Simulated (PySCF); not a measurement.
difluorosilyl(difluoro)silane (F4H2Si2), SMILES F[SiH](F)[SiH](F)F.

The structure is a stationary point at r2SCAN-D4/def2-SVP. One conformer was computed; it need not be the lowest.

Two levels are set side by side: PBE/def2-TZVP (PySCF) and M06-2X/def2-TZVP (PySCF). Same geometry, gas phase. Differences are taken from unrounded values.

```
quantity                       PBE
---------------------------  -----
orbital gap (eV)              5.54
highest occupied level (eV)  -7.61
lowest empty level (eV)      -2.07
mean polarisability (bohr³)   49.1
```

Question: These are the PBE values. What does M06-2X give? (An estimate is asked for; the answer gives what the named calculation found.)

Answer: 
```
quantity                     M06-2X  PBE minus M06-2X
---------------------------  ------  ----------------
orbital gap (eV)               9.88             -4.34
highest occupied level (eV)  -10.25              2.65
lowest empty level (eV)       -0.38             -1.69
mean polarisability (bohr³)    45.2               3.8
```

Without exact exchange PBE keeps part of each electron's self-repulsion, which lifts occupied levels and narrows the gap. Loosely held outer electrons make PBE densities more polarisable. Differences between two approximate levels are no errors against the true value.

Rough cost on one machine, each run with all the roots and properties that it gave: M06-2X against PBE about 3 times.
